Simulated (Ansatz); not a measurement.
# Which is lower?

The two ends of one reaction step of BSiH7O3, singlet (PBE0-D4/def2-TZVP).

A:

```csv
atom,x (Å),y (Å),z (Å)
B1,1.7331,0.1195,-0.1742
H2,1.9055,0.8218,-1.1289
O3,1.9037,0.5612,1.1032
O4,1.4131,-1.1840,-0.3820
H5,-1.0292,1.2081,-1.3741
O6,-1.0017,0.9997,-0.4396
Si7,-1.8870,-0.2991,0.0694
H8,2.0933,1.4991,1.1535
H9,1.3212,-1.6658,0.4464
H10,-1.8909,-1.3854,-0.9450
H11,-1.2651,-0.7689,1.3295
H12,-3.2961,0.0940,0.3417
```

B:

```xyz
12
angstrom
B 0.8221 0.0076 0.6241
H 1.1466 1.1985 -2.2245
O 1.8444 0.8366 0.9894
O 1.0950 -1.2642 0.2117
H 0.7382 0.5951 -2.3869
O -0.4742 0.4324 0.6697
Si -1.8657 -0.3532 0.2504
H 1.5282 1.7013 1.2593
H 2.0349 -1.4578 0.2127
H -1.8327 -0.7475 -1.1804
H -2.0656 -1.5561 1.0963
H -2.9714 0.6074 0.4779
```

Computed with Ansatz 0.2.0 (basis: def2-TZVPP); correlated methods freeze the cores. B3LYP uses VWN-RPA correlation.

(1) Which structure is lower at CCSD(T), and by how much? (To be estimated.)

No T1 diagnostic of these runs exceeds 0.013.

## Answers

(1) The calculation gives: B, by 98.4 kJ/mol (electronic energy, against the other). By their contacts, A is a complex of BH₃O₂ ([OH][BH][OH]) + SiH₄O ([OH][SiH3]) and B is a complex of BSiH₅O₃ ([OH][B]([OH])[O][SiH3]) + H₂.

All methods give the same order:

| method | E(B) − E(A) (kJ/mol) |
| --- | --- |
| SPW92 | -95.4 |
| PBE-D4 | -91.7 |
| BLYP-D4 | -95.8 |
| r2SCAN-D4 | -100.9 |
| B97M-V | -100.9 |
| PBE0-D4 | -95.1 |
| B3LYP-D4 | -97.9 |
| r2SCAN0-D4 | -101.9 |
| BHLYP-D4 | -101.3 |
| CAM-B3LYP-D4 | -98.7 |
| wB97X-V | -96.0 |
| wB97M-V | -97.1 |
| B2PLYP | -97.9 |
| PBE-QIDH | -99.1 |
| RPA on PBE | -95.6 |
| HF | -103.7 |
| MP2 | -100.8 |
| CCSD | -98.2 |
| CCSD(T) | -98.4 |

Labels in which every atom is bracketed show which atoms are joined, not bond orders.

For scale, one of the runs: CCSD(T)/def2-TZVPP, 264 basis functions, launched by `ansatz run in.yaml --threads 8 --pin off --events-out ev --progress --plain --max-ram 19148MiB`. Hardware: 8 CPU threads of an Intel Xeon 6975P-C, shared host. Wall time 27 s; peak host memory 7.3 GiB.
